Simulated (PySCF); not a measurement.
# Diatomics of Cs with group 12

PBE with double-zeta basis sets in PySCF, for the lowest determinant that a PBE0 search found; no spin–orbit coupling. De refers to high-spin ground-configuration atoms. A positive dipole means M(−)Cs(+).

```
 M     basis  state (unpaired electrons)  Re (Å)  ωe (cm⁻¹)  De (eV)  μ (D)
Zn  def2-SVP               doublet (σ ↑)   4.126       36.6     0.10  -0.07
Hg  def2-SVP               doublet (σ ↑)   4.370       21.8     0.07   0.54
```

Problem. The row for M = Cd is missing. Estimate Re, ωe and De as the mean of the rows for Zn and Hg, and compare with the calculation.

Solution. The means are 4.248 Å, 29.2 cm⁻¹ and 0.09 eV. PBE in def2-SVP gives CsCd as a doublet (σ ↑) with Re = 4.323 Å, ωe = 29.9 cm⁻¹, De = 0.10 eV, so the estimate is off by -7.5 pm, -2 % and -0.02 eV.

Weak bonds: CsCd, CsHg, CsZn. Basis-set superposition, not corrected here, can be much of De in a small basis, most of all at correlated wavefunction levels. Functionals without a dispersion term scatter widely for such bonds, and LDA overbinds them. Spin–orbit coupling is left out. States were picked by a PBE0 search and need not be the measured ground states.
